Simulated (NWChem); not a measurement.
System: ZnO; SMILES [O]=[Zn]

Here is an NWChem input.

```
start job
memory heap 200 mb stack 900 mb global 1100 mb
geometry units angstroms noautosym nocenter noautoz
  Zn     0.000000     0.000000    -0.382039
  O      0.000000     0.000000     1.311997
end
basis spherical
  * library def2-tzvp
end
dft
  xc pbe0
  iterations 150
end
property
  shielding
end
task dft property
```

Output (shortened):

```
             Northwest Computational Chemistry Package (NWChem) 7.3.0
             --------------------------------------------------------

                             Geometry "geometry" -> ""
                             -------------------------

 Output coordinates in angstroms (scale by  1.889725989 to convert to a.u.)

  No.       Tag          Charge          X              Y              Z
 ---- ---------------- ---------- -------------- -------------- --------------
    1 Zn                  30.0000     0.00000000     0.00000000    -0.38203900
    2 O                    8.0000     0.00000000     0.00000000     1.31199700

 Effective nuclear repulsion energy (a.u.)      74.9703900979

                              NWChem Property Module
                              ----------------------

  itol2e modified to match energy
  convergence criterion.

                                 NWChem DFT Module
                                 -----------------

 Summary of "ao basis" -> "ao basis" (spherical)
 ------------------------------------------------------------------------------
       Tag                 Description            Shells   Functions and Types
 ---------------- ------------------------------  ------  ---------------------
 Zn                        def2-tzvp                16       48   6s5p4d1f
 O                         def2-tzvp                11       31   5s3p2d1f

  itol2e modified to match energy
  convergence criterion.

            General Information
            -------------------
          SCF calculation type: DFT
          Wavefunction type:  closed shell.
          No. of atoms     :     2
          No. of electrons :    38
           Alpha electrons :    19
            Beta electrons :    19
          Charge           :     0
          Spin multiplicity:     1
          Use of symmetry is: off; symmetry adaption is: off
          Maximum number of iterations: 150
          AO basis - number of functions:    79
                     number of shells:    27
          Convergence on energy requested:  1.00D-07
          Convergence on density requested:  1.00D-05
          Convergence on gradient requested:  5.00D-04

              XC Information
              --------------
                         PBE0 Method XC Functional
                     Hartree-Fock (Exact) Exchange  0.250
          PerdewBurkeErnzerhof Exchange Functional  0.750
            Perdew 1991 LDA Correlation Functional  1.000 local
           PerdewBurkeErnz. Correlation Functional  1.000 non-local

             Grid Information
             ----------------
          Grid used for XC integration:  fine
          Radial quadrature: Mura-Knowles
          Angular quadrature: Lebedev.
          Tag              B.-S. Rad. Rad. Pts. Rad. Cut. Ang. Pts.
          ---              ---------- --------- --------- ---------
          Zn                  1.35      140           8.0       974
          O                   0.60       70           8.0       590
          Grid pruning is: on
          Number of quadrature shells:   210
          Spatial weights used:  Erf1

      Superposition of Atomic Density Guess
      -------------------------------------

 Sum of atomic energies:       -1852.59136709

      Non-variational initial energy
      ------------------------------

 Total energy =   -1852.519811
 1-e energy   =   -2736.714192
 2-e energy   =     809.223992
 HOMO         =      -0.425618
 LUMO         =      -0.175716

   convergence    iter        energy       DeltaE   RMS-Dens  Diis-err
 ---------------- ----- ----------------- --------- --------- ---------
 d= 0,ls=0.0,diis     1  -1853.9569453371 -1.93D+03  3.63D-02  1.85D+00
 d= 0,ls=0.0,diis     2  -1848.0846069288  5.87D+00  3.34D-02  2.44D+01
 d= 0,ls=0.0,diis     3  -1854.1699369878 -6.09D+00  2.38D-03  2.55D-01
 d= 0,ls=0.0,diis     4  -1854.1914222081 -2.15D-02  1.38D-03  1.47D-01
 d= 0,ls=0.0,diis     5  -1854.2029593954 -1.15D-02  1.37D-03  2.29D-02
  Resetting Diis
 d= 0,ls=0.0,diis     6  -1854.2048653920 -1.91D-03  3.68D-04  8.54D-03
 d= 0,ls=0.0,diis     7  -1854.2052222364 -3.57D-04  9.26D-04  1.15D-03
 d= 0,ls=0.0,diis     8  -1854.2034521082  1.77D-03  7.57D-04  1.73D-02
 d= 0,ls=0.0,diis     9  -1854.2053497800 -1.90D-03  2.58D-05  5.78D-05
 d= 0,ls=0.0,diis    10  -1854.2053517890 -2.01D-06  1.86D-05  8.83D-06
 d= 0,ls=0.0,diis    11  -1854.2053521405 -3.52D-07  8.30D-06  1.33D-06
 d= 0,ls=0.0,diis    12  -1854.2053522983 -1.58D-07  1.20D-06  4.50D-08
 d= 0,ls=0.0,diis    13  -1854.2053523032 -4.89D-09  1.25D-07  2.45D-10

         Total DFT energy =    -1854.205352303198
      One electron energy =    -2735.197589787665
           Coulomb energy =      885.360015175447
    Exchange-Corr. energy =      -79.338167788904
 Nuclear repulsion energy =       74.970390097924

 Numeric. integr. density =       37.999999972094

                       DFT Final Molecular Orbital Analysis
                       ------------------------------------

 Vector   17  Occ=2.000000D+00  E=-3.140626D-01
              MO Center= -8.0D-09, -1.2D-08,  5.3D-01, r^2= 2.1D+00
   Bfn.  Coefficient  Atom+Function         Bfn.  Coefficient  Atom+Function
  ----- ------------  ---------------      ----- ------------  ---------------
     5      0.596718  1 Zn s                 56     -0.323086  2 O  pz
    59     -0.282389  2 O  pz                 4     -0.192094  1 Zn s
     3     -0.184724  1 Zn s                 62     -0.159526  2 O  pz
    53     -0.145640  2 O  s                  6      0.137449  1 Zn s
    24     -0.104758  1 Zn d  0              51     -0.089796  2 O  s

 Vector   18  Occ=2.000000D+00  E=-2.594676D-01
              MO Center=  1.8D-09, -4.8D-09,  1.1D+00, r^2= 1.0D+00
   Bfn.  Coefficient  Atom+Function         Bfn.  Coefficient  Atom+Function
  ----- ------------  ---------------      ----- ------------  ---------------
    55      0.379851  2 O  py                58      0.320561  2 O  py
    61      0.244652  2 O  py                54     -0.234223  2 O  px
    57     -0.197664  2 O  px                60     -0.150857  2 O  px
    17      0.132973  1 Zn py                23     -0.093946  1 Zn d -1
    16     -0.081993  1 Zn px                11     -0.063985  1 Zn py

 Vector   19  Occ=2.000000D+00  E=-2.594676D-01
              MO Center= -3.2D-09, -2.9D-09,  1.1D+00, r^2= 1.0D+00
   Bfn.  Coefficient  Atom+Function         Bfn.  Coefficient  Atom+Function
  ----- ------------  ---------------      ----- ------------  ---------------
    54      0.379851  2 O  px                57      0.320561  2 O  px
    60      0.244652  2 O  px                55      0.234223  2 O  py
    58      0.197664  2 O  py                61      0.150857  2 O  py
    16      0.132973  1 Zn px                25      0.093946  1 Zn d  1
    17      0.081993  1 Zn py                10     -0.063985  1 Zn px

[...]

          -----------------------------------------
          Chemical Shielding Tensors (GIAO, in ppm)
          -----------------------------------------

                                NWChem CPHF Module
                                ------------------

  scftype          =     RHF
  nclosed          =       19
  nopen            =        0
  variables        =     1140
  # of vectors     =        3
  tolerance        = 0.10D-03
  level shift      = 0.00D+00
  max iterations   =       50
  max subspace     =       30

 SCF residual:    1.9844272232255083E-006

Iterative solution of linear equations
  No. of variables     1140
  No. of equations        3
  Maximum subspace       30
        Iterations       50
       Convergence  1.0D-04

   iter   nsub   residual    time
   ----  ------  --------  ---------
     1      3    6.76D-01      32.0
     2      6    2.68D-01      35.7
     3      9    3.75D-02      39.5
     4     12    2.65D-03      43.6
     5     15    2.08D-04      47.5
     6     18    1.39D-05      51.4

      Atom:    1  Zn
        Diamagnetic
   2522.3011     -0.0000     -0.0000
     -0.0000   2522.3011     -0.0000
     -0.0000     -0.0000   2524.0123

        Paramagnetic
   1338.3161      0.0009      0.0000
      0.0009   1338.3164     -0.0000
      0.0000     -0.0000     -0.0000

        Total Shielding Tensor
   3860.6172      0.0009      0.0000
      0.0009   3860.6176     -0.0000
      0.0000     -0.0000   2524.0123

           isotropic =    3415.0823
          anisotropy =     668.3040

          Principal Components and Axis System
                 1           2           3
             3860.6183   3860.6164   2524.0123

      1         0.6328      0.7743     -0.0000
      2         0.7743     -0.6328      0.0000
      3        -0.0000      0.0000      1.0000

      Atom:    2  O
        Diamagnetic
    376.7271      0.0000     -0.0000
      0.0000    376.7271     -0.0000
     -0.0000     -0.0000    419.3323

        Paramagnetic
  -3683.6065     -0.0003     -0.0000
     -0.0003  -3683.6052      0.0001
     -0.0000      0.0001     -0.0000

        Total Shielding Tensor
  -3306.8794     -0.0003     -0.0000
     -0.0003  -3306.8781      0.0001
     -0.0000      0.0001    419.3323

           isotropic =   -2064.8084
          anisotropy =   -1863.1066

          Principal Components and Axis System
                 1           2           3
            -3306.8795  -3306.8781    419.3323

      1         0.9767     -0.2145     -0.0000
      2         0.2145      0.9767      0.0000
      3         0.0000     -0.0000      1.0000
```

Level: PBE0/def2-TZVP, GIAO. Coordinates come from a PBE0/def2-SVP optimisation. The printed shielding anisotropy is the first printed principal value minus the mean of the other two.
